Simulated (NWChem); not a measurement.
System: CH₂N, doublet; SMILES C=[N]

Input file for NWChem:

```
start job
memory heap 200 mb stack 900 mb global 1100 mb
geometry units angstroms noautosym nocenter noautoz
  C      0.000000     0.000000     0.506645
  N      0.000000     0.000000    -0.735682
  H      0.000000    -0.943460     1.089083
  H      0.000000     0.943460     1.089083
end
basis spherical
  C library aug-cc-pvdz
  N library aug-cc-pvdz
  H library aug-cc-pvdz
end
dft
  odft
  mult 2
  xc m06-2x
  iterations 150
end
cosmo
  do_cosmo_smd true
  solvent water
end
task dft energy
```

Excerpt of the output:

```
             Northwest Computational Chemistry Package (NWChem) 7.3.0
             --------------------------------------------------------

                             Geometry "geometry" -> ""
                             -------------------------

 Output coordinates in angstroms (scale by  1.889725989 to convert to a.u.)

  No.       Tag          Charge          X              Y              Z
 ---- ---------------- ---------- -------------- -------------- --------------
    1 C                    6.0000     0.00000000     0.00000000     0.50664500
    2 N                    7.0000     0.00000000     0.00000000    -0.73568200
    3 H                    1.0000     0.00000000    -0.94346000     1.08908300
    4 H                    1.0000     0.00000000     0.94346000     1.08908300

 Effective nuclear repulsion energy (a.u.)      27.5042878022

                                 NWChem DFT Module
                                 -----------------

 Summary of "ao basis" -> "ao basis" (spherical)
 ------------------------------------------------------------------------------
       Tag                 Description            Shells   Functions and Types
 ---------------- ------------------------------  ------  ---------------------
 C                        aug-cc-pvdz                9       23   4s3p2d
 N                        aug-cc-pvdz                9       23   4s3p2d
 H                        aug-cc-pvdz                5        9   3s2p

 in cosmo_initialize ...
 calling solv_data for solv:h2o

 solvent parameters
 solvname_short: h2o
 solvname_long:  water
 dielec:       78.4000
 dielecinf:     1.7769
 aqueous SMD model solvent descriptors
 dielec:       78.4000
 sola:          0.8200

          ---------------
          -cosmo- solvent
          ---------------
 Cosmo: York-Karplus, doi: 10.1021/jp992097l
 dielectric constant -eps-     =  78.40
 screen = (eps-1)/(eps    )    =   0.98724
 surface charge correction     = lagrangian

   van der Waals surface
 --------------------------

 ---------- ATOMIC COORDINATES (A.U.) ------------ VDWR(ANG.) --
     1    0.00000000    0.00000000    0.95742022     1.850
     2    0.00000000    0.00000000   -1.39023739     1.890
     3    0.00000000   -1.78288088    2.05806845     1.200
     4    0.00000000    1.78288088    2.05806845     1.200
 number of segments per atom =        128
 number of   points per atom =        128
 atom (   nspa,  nppa )
 ----------------------
    1 (     72,     0 )       0
    2 (     92,     0 )       0
    3 (     56,     0 )       0
    4 (     56,     0 )       0
 number of -cosmo- surface points =      276
 molecular surface =     66.226 angstrom**2
 molecular volume  =     43.595 angstrom**3
 -lineq- algorithm             =   0
 -bem- low  level              =   3
 -bem- from -octahedral-
 gaussian surface charge width =   4.50000
 degree of switching           =   1.00000
 switching function tolerance  =   0.00010
 atomic radii =
 --------------
    1  6.000  1.850
    2  7.000  1.890
    3  1.000  1.200
    4  1.000  1.200
 ...... end of -cosmo- initialization ......

 nat:                     4
 ixmem:                  1008
 calling mnsol_interface()
 G(SMD-CDS) energy (kcal/mol)  =     1.586
 SMD-CDS SASA (angstrom**2)    =    75.408

            General Information
            -------------------
          SCF calculation type: DFT
          Wavefunction type:  spin polarized.
          No. of atoms     :     4
          No. of electrons :    15
           Alpha electrons :     8
            Beta electrons :     7
          Charge           :     0
          Spin multiplicity:     2
          Use of symmetry is: off; symmetry adaption is: off
          Maximum number of iterations: 150
          AO basis - number of functions:    64
                     number of shells:    28
          Convergence on energy requested:  1.00D-06
          Convergence on density requested:  1.00D-05
          Convergence on gradient requested:  5.00D-04

              XC Information
              --------------
                       M06-2X Method XC Functional
                     Hartree-Fock (Exact) Exchange  0.540
                        M06-2X Exchange Functional  1.000
                      M06-2X Correlation Potential  1.000

             Grid Information
             ----------------
          Grid used for XC integration:  medium
          Radial quadrature: Mura-Knowles
          Angular quadrature: Lebedev.
          Tag              B.-S. Rad. Rad. Pts. Rad. Cut. Ang. Pts.
          ---              ---------- --------- --------- ---------
          C                   0.70       49          11.0       434
          N                   0.65       49          11.0       434
          H                   0.35       45          12.0       434
          Grid pruning is: on
          Number of quadrature shells:   188
          Spatial weights used:  Erf1

      Superposition of Atomic Density Guess
      -------------------------------------

 Sum of atomic energies:         -92.96840271

      Non-variational initial energy
      ------------------------------

 Total energy =     -93.606578
 1-e energy   =    -179.041830
 2-e energy   =      57.930964
 HOMO         =      -0.214623
 LUMO         =      -0.008638

[...]

                                COSMO-SMD solvation results
                                ---------------------------

             internal energy in gas <Psi(g)|H|Psi(g)> =       -93.948867941204
         internal energy in solvent <Psi(s)|H|Psi(s)> =       -93.946220619408
                               delta internal energy  =         0.002647321797 (    1.66 kcal/mol)
   total free energy in solvent <Psi(s)|H+V/2|Psi(s)> =       -93.957432436135
 polarization energy contribution <Psi(s)|V/2|Psi(s)> =        -0.011211816727 (   -7.04 kcal/mol)
    total free energy in solvent including G(SMD-CDS) =       -93.954904317867
                       G(SMD-CDS) energy contribution =         0.002528118268 (    1.59 kcal/mol)
     1 M fixed-concentration free energy of solvation =        -0.006036376663 (   -3.79 kcal/mol)

                    DFT Final Alpha Molecular Orbital Analysis
                    ------------------------------------------

 Vector    6  Occ=1.000000D+00  E=-4.718431D-01
              MO Center=  2.6D-12, -1.1D-12, -6.5D-01, r^2= 1.2D+00
   Bfn.  Coefficient  Atom+Function         Bfn.  Coefficient  Atom+Function
  ----- ------------  ---------------      ----- ------------  ---------------
    30      0.510441  2 N  pz                26     -0.347062  2 N  s
     7     -0.341514  1 C  pz                27     -0.255850  2 N  s
    33      0.214455  2 N  pz                 3      0.185850  1 C  s
     4      0.167952  1 C  s                 25     -0.168058  2 N  s
    47     -0.115630  3 H  s                 56     -0.115630  4 H  s

 Vector    7  Occ=1.000000D+00  E=-4.240580D-01
              MO Center= -7.5D-13,  1.2D-12, -2.5D-01, r^2= 1.1D+00
   Bfn.  Coefficient  Atom+Function         Bfn.  Coefficient  Atom+Function
  ----- ------------  ---------------      ----- ------------  ---------------
    28      0.475657  2 N  px                 5      0.370063  1 C  px
    31      0.302893  2 N  px                 8      0.185132  1 C  px
    34      0.047126  2 N  px                17      0.032719  1 C  d  1
    40     -0.030201  2 N  d  1

 Vector    8  Occ=1.000000D+00  E=-3.280631D-01
              MO Center=  2.3D-12, -6.6D-13, -1.9D-01, r^2= 1.7D+00
   Bfn.  Coefficient  Atom+Function         Bfn.  Coefficient  Atom+Function
  ----- ------------  ---------------      ----- ------------  ---------------
    29      0.566592  2 N  py                32      0.401753  2 N  py
    47      0.248545  3 H  s                 56     -0.248545  4 H  s
    48      0.181773  3 H  s                 57     -0.181773  4 H  s
     6     -0.165176  1 C  py                35      0.121533  2 N  py
    12     -0.065439  1 C  py                 9     -0.060891  1 C  py

 Vector    9  Occ=0.000000D+00  E= 4.796820D-03
              MO Center=  4.4D-09,  3.9D-08,  1.1D+00, r^2= 1.5D+01
   Bfn.  Coefficient  Atom+Function         Bfn.  Coefficient  Atom+Function
  ----- ------------  ---------------      ----- ------------  ---------------
     4      1.944183  1 C  s                 49     -1.440963  3 H  s
    58     -1.440963  4 H  s                 13      0.639684  1 C  pz
    27      0.493143  2 N  s                 48     -0.458164  3 H  s
    57     -0.458164  4 H  s                  3      0.410196  1 C  s
    10      0.320202  1 C  pz                54     -0.134115  3 H  py

 Vector   10  Occ=0.000000D+00  E= 1.327793D-02
              MO Center= -3.0D-09, -2.8D-11,  4.8D-01, r^2= 4.2D+00
   Bfn.  Coefficient  Atom+Function         Bfn.  Coefficient  Atom+Function
  ----- ------------  ---------------      ----- ------------  ---------------
    11      0.875532  1 C  px                34     -0.630931  2 N  px
     8      0.406578  1 C  px                28     -0.366597  2 N  px
     5      0.360244  1 C  px                31     -0.330094  2 N  px
    17     -0.035004  1 C  d  1

 Vector   11  Occ=0.000000D+00  E= 2.397117D-02
              MO Center=  1.7D-11, -2.8D-08,  1.5D+00, r^2= 1.7D+01
   Bfn.  Coefficient  Atom+Function         Bfn.  Coefficient  Atom+Function
  ----- ------------  ---------------      ----- ------------  ---------------
    49      3.959752  3 H  s                 58     -3.959752  4 H  s
    12      1.846890  1 C  py                35     -0.476283  2 N  py
     9      0.308836  1 C  py                48      0.260756  3 H  s
    57     -0.260756  4 H  s                 55     -0.101562  3 H  pz
    64      0.101562  4 H  pz                 6      0.097133  1 C  py

                     DFT Final Beta Molecular Orbital Analysis
                     -----------------------------------------

 Vector    5  Occ=1.000000D+00  E=-5.178590D-01
              MO Center= -1.4D-12, -5.6D-13,  6.0D-01, r^2= 1.3D+00
   Bfn.  Coefficient  Atom+Function         Bfn.  Coefficient  Atom+Function
  ----- ------------  ---------------      ----- ------------  ---------------
     6      0.462264  1 C  py                47     -0.297617  3 H  s
    56      0.297617  4 H  s                 48     -0.288054  3 H  s
    57      0.288054  4 H  s                 29      0.160947  2 N  py
    32      0.069431  2 N  py                20     -0.064648  1 C  d -1
    54     -0.059325  3 H  py                63     -0.059325  4 H  py

 Vector    6  Occ=1.000000D+00  E=-4.395587D-01
              MO Center=  2.6D-12, -5.7D-12, -7.4D-01, r^2= 1.2D+00
   Bfn.  Coefficient  Atom+Function         Bfn.  Coefficient  Atom+Function
  ----- ------------  ---------------      ----- ------------  ---------------
    30      0.492076  2 N  pz                26     -0.375267  2 N  s
     7     -0.331523  1 C  pz                27     -0.313845  2 N  s
    33      0.213629  2 N  pz                 3      0.191830  1 C  s
     4      0.186992  1 C  s                 25     -0.182570  2 N  s
    10     -0.104330  1 C  pz                47     -0.096158  3 H  s

 Vector    7  Occ=1.000000D+00  E=-4.029146D-01
              MO Center=  2.4D-13,  2.8D-12, -1.3D-01, r^2= 1.2D+00
   Bfn.  Coefficient  Atom+Function         Bfn.  Coefficient  Atom+Function
  ----- ------------  ---------------      ----- ------------  ---------------
     5      0.419558  1 C  px                28      0.417333  2 N  px
    31      0.267783  2 N  px                 8      0.228435  1 C  px
    34      0.049434  2 N  px                17      0.030881  1 C  d  1
    40     -0.029264  2 N  d  1

 Vector    8  Occ=0.000000D+00  E=-5.341338D-02
              MO Center= -4.0D-12, -4.6D-10, -3.7D-01, r^2= 2.2D+00
   Bfn.  Coefficient  Atom+Function         Bfn.  Coefficient  Atom+Function
  ----- ------------  ---------------      ----- ------------  ---------------
    29      0.490783  2 N  py                35      0.440992  2 N  py
    32      0.391015  2 N  py                48      0.292908  3 H  s
    57     -0.292908  4 H  s                 12     -0.224414  1 C  py
    47      0.196254  3 H  s                 56     -0.196254  4 H  s
    15     -0.066858  1 C  d -1               6     -0.043351  1 C  py

 Vector    9  Occ=0.000000D+00  E= 9.938413D-03
              MO Center=  1.3D-08,  3.8D-08,  1.0D+00, r^2= 1.4D+01
   Bfn.  Coefficient  Atom+Function         Bfn.  Coefficient  Atom+Function
  ----- ------------  ---------------      ----- ------------  ---------------
     4      1.459926  1 C  s                 49     -1.318688  3 H  s
    58     -1.318688  4 H  s                 13      0.653684  1 C  pz
    27      0.647019  2 N  s                 48     -0.355243  3 H  s
    57     -0.355243  4 H  s                 10      0.320616  1 C  pz
     3      0.248683  1 C  s                 26      0.176967  2 N  s

 Vector   10  Occ=0.000000D+00  E= 2.329182D-02
              MO Center= -6.8D-09,  2.4D-11,  3.9D-01, r^2= 4.5D+00
   Bfn.  Coefficient  Atom+Function         Bfn.  Coefficient  Atom+Function
  ----- ------------  ---------------      ----- ------------  ---------------
    11      0.924931  1 C  px                34     -0.745054  2 N  px
    28     -0.374545  2 N  px                 8      0.371792  1 C  px
    31     -0.340170  2 N  px                 5      0.329306  1 C  px
    17     -0.040542  1 C  d  1

   alpha - beta orbital overlaps
   -----------------------------

   alpha      1      2      3      4      5      6      7      8      9     10
    beta      1      2      3      4      5      6      7      8      9     10
 overlap   1.000  1.000  0.997  0.996  0.979  0.998  0.995  0.956  0.998  0.994

   alpha     11     12     13     14     15     16     17     18     19     20
    beta     11     12     13     15     14     16     17     18     19     20
 overlap   0.997  0.999  0.999  0.988  0.998  0.996  0.997  0.987  0.997  0.998

   alpha     21     22     23     24     25     26     27     28     29     30
    beta     22     21     23     24     25     26     27     28     29     30
 overlap   0.992  1.000  0.999  0.999  0.996  0.997  0.993  0.989  0.999  0.999

   alpha     31     32     33     34     35     36     37     38     39     40
    beta     31     32     33     34     35     36     37     38     39     40
 overlap   0.997  0.985  0.990  0.988  0.999  0.996  0.997  0.999  0.999  1.000

   alpha     41     42     43     44     45     46     47     48     49     50
    beta     41     42     43     44     45     46     47     48     49     50
 overlap   0.994  0.994  1.000  0.999  1.000  1.000  0.997  1.000  0.999  0.999

[...]
```

Level: M06-2X/aug-cc-pVDZ, spin-unrestricted, SMD on the gas-phase geometry. In the optimisation the excess spin sits in b2 (C2v, its own frame). All runs use the structure optimised with PBE0/def2-SVP, spin-unrestricted. No stability test was run on the SCF state. Solvent: water.
